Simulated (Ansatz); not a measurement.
Reaction (SMILES): O[Si](Cl)(Cl)Cl [trichloro(hydroxy)silane] + 4 [H][H] (H2) → 3 Cl (HCl) + O (H2O) + [SiH4] (SiH4)
Each molecule is optimised on its own at B3LYP-D3(BJ)/def2-TZVP (Ansatz, a program for electronic structure), one conformer each, not searched for the lowest.

Property: energy of full hydrogenation (electronic energy difference), in kcal/mol. Correlated levels leave the core frozen unless marked. No spin-orbit coupling. No relativistic terms. Basis-set limits of correlation are two-point, X^-3; Hartree-Fock from the larger set.

Level to compare with: CCSD(T)/CBS(cc-pV(T+d)Z,cc-pV(Q+d)Z) (Ansatz), 76.7 kcal/mol. It is a level with limits of its own, and the differences hold the functionals' basis error too.

Rank these functionals by how close they come to CCSD(T)/CBS(cc-pV(T+d)Z,cc-pV(Q+d)Z), closest first: revPBE/def2-TZVPD (Ansatz); PBE/def2-TZVPD (Ansatz); SVWN5/def2-TZVPD (Ansatz).

SVWN5/def2-TZVPD (LDA, 71.4 kcal/mol, difference -5.3), PBE/def2-TZVPD (GGA, 68.5 kcal/mol, difference -8.2), revPBE/def2-TZVPD (GGA, 66.2 kcal/mol, difference -10.5)
